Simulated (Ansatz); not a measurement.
Ansatz (a program for electronic structure) input (B3LYP-D3(BJ)/def2-TZVP):

Ansatz 0.2 input:
```yaml
crystal:
  periodic: [false, false, false]
  atoms:
    - {symbol: C, position_ang: [-0.41242515, 1.13172067, 0.09549684]}
    - {symbol: C, position_ang: [-1.17432082, -0.26707102, -0.02010710]}
    - {symbol: C, position_ang: [0.23743747, -0.10853685, -0.10731364]}
    - {symbol: O, position_ang: [1.36600834, -0.64794088, 0.00404908]}
    - {symbol: H, position_ang: [-0.24098977, 1.64340885, 1.03950987]}
    - {symbol: H, position_ang: [-0.60514458, 1.78075226, -0.75351799]}
    - {symbol: H, position_ang: [-1.76007099, -0.34683833, -0.93084648]}
    - {symbol: H, position_ang: [-1.57583831, -0.80209227, 0.83718457]}
    - {symbol: H, position_ang: [1.34982802, -1.62838038, -0.03317929]}
basis:
  gaussian:
    orbitals: def2-TZVP
hamiltonian:
  xc: b3lyp
  dispersion: d3bj
total_charge: 1
phonons: {temperatures: {t_min: 298.15, t_max: 298.15, t_step: 100}}
```

Output:

```
Functional definition: B3LYP
integrals: 0.05 GiB planned
911 factors; their error is unknown
mean field: 0.59 GiB planned
mean field evaluation 1: about -5219.0175 eV, gradient 8.1e1 eV
mean field evaluation 2: about -5213.8740 eV, gradient 9.4e1 eV
mean field evaluation 4: about -5231.7947 eV, gradient 7.6e0 eV
mean field evaluation 8: about -5231.9043 eV, gradient 7.6e-2 eV
mean field evaluation 16: about -5231.8885 eV, gradient 1.3e-4 eV
mean field -5231.88851285 eV, -192.2683565457 hartree, gradient 2.3e-5 eV, S^2 0.000000; 0 other end points of the search recorded, 0 dependent functions left out
the calculation of the forces begins
reference -5231.88872940 eV, -192.2683645041 hartree; 15, 15 occupied and 139, 139 virtual orbitals, 911 factors
these checks for a lower state are left out or cut short: stability, starts, cluster_reference, orbital_swaps, neighbouring_geometries, increment
integrals: 0.05 GiB planned
911 factors; their error is unknown
mean field: 0.59 GiB planned
mean field -5231.88844002 eV, -192.2683538692 hartree, gradient 3.1e-6 eV, S^2 0.000000; 0 other end points of the search recorded, 0 dependent functions left out
the calculation of the forces begins
reference -5231.88865658 eV, -192.2683618277 hartree; 15, 15 occupied and 139, 139 virtual orbitals, 911 factors
these checks for a lower state are left out or cut short: stability, starts, cluster_reference, orbital_swaps, neighbouring_geometries, increment
integrals: 0.05 GiB planned
911 factors; their error is unknown
mean field: 0.59 GiB planned
mean field evaluation 32: about -5231.8885 eV, gradient 3.1e-6 eV
mean field -5231.88845461 eV, -192.2683544057 hartree, gradient 3.1e-6 eV, S^2 0.000000; 0 other end points of the search recorded, 0 dependent functions left out
the calculation of the forces begins
reference -5231.88867117 eV, -192.2683623640 hartree; 15, 15 occupied and 139, 139 virtual orbitals, 911 factors
these checks for a lower state are left out or cut short: stability, starts, cluster_reference, orbital_swaps, neighbouring_geometries, increment
integrals: 0.05 GiB planned
911 factors; their error is unknown
mean field: 0.59 GiB planned
mean field -5231.88834914 eV, -192.2683505296 hartree, gradient 3.1e-6 eV, S^2 0.000000; 0 other end points of the search recorded, 0 dependent functions left out
the calculation of the forces begins
reference -5231.88856567 eV, -192.2683584870 hartree; 15, 15 occupied and 139, 139 virtual orbitals, 911 factors
these checks for a lower state are left out or cut short: stability, starts, cluster_reference, orbital_swaps, neighbouring_geometries, increment
integrals: 0.05 GiB planned
911 factors; their error is unknown
mean field: 0.59 GiB planned
mean field -5231.88830677 eV, -192.2683489724 hartree, gradient 3.1e-6 eV, S^2 0.000000; 0 other end points of the search recorded, 0 dependent functions left out
the calculation of the forces begins
reference -5231.88852335 eV, -192.2683569317 hartree; 15, 15 occupied and 139, 139 virtual orbitals, 911 factors
these checks for a lower state are left out or cut short: stability, starts, cluster_reference, orbital_swaps, neighbouring_geometries, increment
integrals: 0.05 GiB planned
911 factors; their error is unknown
mean field: 0.59 GiB planned
mean field -5231.88833543 eV, -192.2683500258 hartree, gradient 3.1e-6 eV, S^2 0.000000; 0 other end points of the search recorded, 0 dependent functions left out
the calculation of the forces begins
reference -5231.88855199 eV, -192.2683579843 hartree; 15, 15 occupied and 139, 139 virtual orbitals, 911 factors
these checks for a lower state are left out or cut short: stability, starts, cluster_reference, orbital_swaps, neighbouring_geometries, increment
integrals: 0.05 GiB planned
[...]
these checks for a lower state are left out or cut short: stability, starts, cluster_reference, orbital_swaps, neighbouring_geometries, increment
integrals: 0.05 GiB planned
911 factors; their error is unknown
mean field: 0.59 GiB planned
mean field -5231.88842505 eV, -192.2683533192 hartree, gradient 3.1e-6 eV, S^2 0.000000; 0 other end points of the search recorded, 0 dependent functions left out
the calculation of the forces begins
reference -5231.88864158 eV, -192.2683612767 hartree; 15, 15 occupied and 139, 139 virtual orbitals, 911 factors
these checks for a lower state are left out or cut short: stability, starts, cluster_reference, orbital_swaps, neighbouring_geometries, increment
integrals: 0.05 GiB planned
911 factors; their error is unknown
mean field: 0.59 GiB planned
mean field -5231.88844386 eV, -192.2683540105 hartree, gradient 3.1e-6 eV, S^2 0.000000; 0 other end points of the search recorded, 0 dependent functions left out
the calculation of the forces begins
reference -5231.88866044 eV, -192.2683619697 hartree; 15, 15 occupied and 139, 139 virtual orbitals, 911 factors
these checks for a lower state are left out or cut short: stability, starts, cluster_reference, orbital_swaps, neighbouring_geometries, increment
integrals: 0.05 GiB planned
911 factors; their error is unknown
mean field: 0.59 GiB planned
mean field -5231.88846600 eV, -192.2683548241 hartree, gradient 3.1e-6 eV, S^2 0.000000; 0 other end points of the search recorded, 0 dependent functions left out
the calculation of the forces begins
reference -5231.88868254 eV, -192.2683627817 hartree; 15, 15 occupied and 139, 139 virtual orbitals, 911 factors
these checks for a lower state are left out or cut short: stability, starts, cluster_reference, orbital_swaps, neighbouring_geometries, increment
integrals: 0.05 GiB planned
911 factors; their error is unknown
mean field: 0.59 GiB planned
mean field evaluation 320: about -5231.9029 eV, gradient 5.6e-1 eV
mean field -5231.88850813 eV, -192.2683563725 hartree, gradient 3.1e-6 eV, S^2 0.000000; 0 other end points of the search recorded, 0 dependent functions left out
the calculation of the forces begins
reference -5231.88872471 eV, -192.2683643316 hartree; 15, 15 occupied and 139, 139 virtual orbitals, 911 factors
these checks for a lower state are left out or cut short: stability, starts, cluster_reference, orbital_swaps, neighbouring_geometries, increment
integrals: 0.05 GiB planned
911 factors; their error is unknown
mean field: 0.59 GiB planned
mean field -5231.88846774 eV, -192.2683548880 hartree, gradient 3.1e-6 eV, S^2 0.000000; 0 other end points of the search recorded, 0 dependent functions left out
the calculation of the forces begins
reference -5231.88868428 eV, -192.2683628458 hartree; 15, 15 occupied and 139, 139 virtual orbitals, 911 factors
these checks for a lower state are left out or cut short: stability, starts, cluster_reference, orbital_swaps, neighbouring_geometries, increment
integrals: 0.05 GiB planned
911 factors; their error is unknown
mean field: 0.59 GiB planned
mean field -5231.88849245 eV, -192.2683557962 hartree, gradient 3.1e-6 eV, S^2 0.000000; 0 other end points of the search recorded, 0 dependent functions left out
the calculation of the forces begins
reference -5231.88870903 eV, -192.2683637552 hartree; 15, 15 occupied and 139, 139 virtual orbitals, 911 factors
these checks for a lower state are left out or cut short: stability, starts, cluster_reference, orbital_swaps, neighbouring_geometries, increment
integrals: 0.05 GiB planned
911 factors; their error is unknown
mean field: 0.59 GiB planned
mean field -5231.88845079 eV, -192.2683542651 hartree, gradient 3.1e-6 eV, S^2 0.000000; 0 other end points of the search recorded, 0 dependent functions left out
the calculation of the forces begins
reference -5231.88866736 eV, -192.2683622239 hartree; 15, 15 occupied and 139, 139 virtual orbitals, 911 factors
these checks for a lower state are left out or cut short: stability, starts, cluster_reference, orbital_swaps, neighbouring_geometries, increment
integrals: 0.05 GiB planned
911 factors; their error is unknown
mean field: 0.59 GiB planned
mean field evaluation 352: about -5231.8884 eV, gradient 1.0e-2 eV
mean field -5231.88843317 eV, -192.2683536177 hartree, gradient 3.1e-6 eV, S^2 0.000000; 0 other end points of the search recorded, 0 dependent functions left out
the calculation of the forces begins
reference -5231.88864972 eV, -192.2683615756 hartree; 15, 15 occupied and 139, 139 virtual orbitals, 911 factors
these checks for a lower state are left out or cut short: stability, starts, cluster_reference, orbital_swaps, neighbouring_geometries, increment
integrals: 0.05 GiB planned
911 factors; their error is unknown
mean field: 0.59 GiB planned
mean field -5231.88852117 eV, -192.2683568514 hartree, gradient 3.1e-6 eV, S^2 0.000000; 0 other end points of the search recorded, 0 dependent functions left out
the calculation of the forces begins
reference -5231.88873774 eV, -192.2683648102 hartree; 15, 15 occupied and 139, 139 virtual orbitals, 911 factors
these checks for a lower state are left out or cut short: stability, starts, cluster_reference, orbital_swaps, neighbouring_geometries, increment
integrals: 0.05 GiB planned
911 factors; their error is unknown
mean field: 0.59 GiB planned
mean field -5231.88847358 eV, -192.2683551028 hartree, gradient 3.1e-6 eV, S^2 0.000000; 0 other end points of the search recorded, 0 dependent functions left out
the calculation of the forces begins
reference -5231.88869013 eV, -192.2683630608 hartree; 15, 15 occupied and 139, 139 virtual orbitals, 911 factors
these checks for a lower state are left out or cut short: stability, starts, cluster_reference, orbital_swaps, neighbouring_geometries, increment
integrals: 0.05 GiB planned
911 factors; their error is unknown
mean field: 0.59 GiB planned
mean field -5231.88835204 eV, -192.2683506363 hartree, gradient 3.1e-6 eV, S^2 0.000000; 0 other end points of the search recorded, 0 dependent functions left out
the calculation of the forces begins
reference -5231.88856859 eV, -192.2683585942 hartree; 15, 15 occupied and 139, 139 virtual orbitals, 911 factors
these checks for a lower state are left out or cut short: stability, starts, cluster_reference, orbital_swaps, neighbouring_geometries, increment
integrals: 0.05 GiB planned
911 factors; their error is unknown
mean field: 0.59 GiB planned
mean field -5231.88839333 eV, -192.2683521536 hartree, gradient 3.1e-6 eV, S^2 0.000000; 0 other end points of the search recorded, 0 dependent functions left out
the calculation of the forces begins
reference -5231.88860990 eV, -192.2683601125 hartree; 15, 15 occupied and 139, 139 virtual orbitals, 911 factors
these checks for a lower state are left out or cut short: stability, starts, cluster_reference, orbital_swaps, neighbouring_geometries, increment
integrals: 0.05 GiB planned
911 factors; their error is unknown
mean field: 0.59 GiB planned
mean field evaluation 384: about -5231.9034 eV, gradient 3.7e-4 eV
mean field -5231.88850502 eV, -192.2683562580 hartree, gradient 3.1e-6 eV, S^2 0.000000; 0 other end points of the search recorded, 0 dependent functions left out
the calculation of the forces begins
reference -5231.88872157 eV, -192.2683642163 hartree; 15, 15 occupied and 139, 139 virtual orbitals, 911 factors
these checks for a lower state are left out or cut short: stability, starts, cluster_reference, orbital_swaps, neighbouring_geometries, increment
integrals: 0.05 GiB planned
911 factors; their error is unknown
mean field: 0.59 GiB planned
mean field -5231.88850751 eV, -192.2683563494 hartree, gradient 3.1e-6 eV, S^2 0.000000; 0 other end points of the search recorded, 0 dependent functions left out
the calculation of the forces begins
reference -5231.88872407 eV, -192.2683643079 hartree; 15, 15 occupied and 139, 139 virtual orbitals, 911 factors
Total energy: -5232.11978900 eV, -192.2768557876 hartree
Atom 0 at    -0.412425     1.131721     0.095497 Å, force    -0.000035     0.000137    -0.000051 eV/Å
Atom 1 at    -1.174321    -0.267071    -0.020107 Å, force    -0.000137     0.000264    -0.000175 eV/Å
Atom 2 at     0.237437    -0.108537    -0.107314 Å, force     0.000127    -0.000452     0.000062 eV/Å
Atom 3 at     1.366008    -0.647941     0.004049 Å, force    -0.000066     0.000833     0.000065 eV/Å
Atom 4 at    -0.240990     1.643409     1.039510 Å, force     0.000120    -0.000062     0.000067 eV/Å
Atom 5 at    -0.605145     1.780752    -0.753518 Å, force    -0.000090    -0.000024    -0.000029 eV/Å
Atom 6 at    -1.760071    -0.346838    -0.930846 Å, force     0.000093    -0.000040     0.000070 eV/Å
Atom 7 at    -1.575838    -0.802092     0.837185 Å, force     0.000024    -0.000065     0.000028 eV/Å
Atom 8 at     1.349828    -1.628380    -0.033179 Å, force    -0.000036    -0.000590    -0.000038 eV/Å
Dipole moment:    -0.141550    -0.290459    -0.035030 e Å
Vibrations: 53.86 436.19 607.29 632.84 727.46 879.31 997.85 1034.09 1051.36 1098.52 1114.49 1149.98 1366.72 1398.27 1406.65 1771.37 3101.97 3106.50 3181.33 3193.35 3584.29 cm⁻¹, zero-point energy 1.977157 eV
```

It need not be the lowest isomer of its formula.
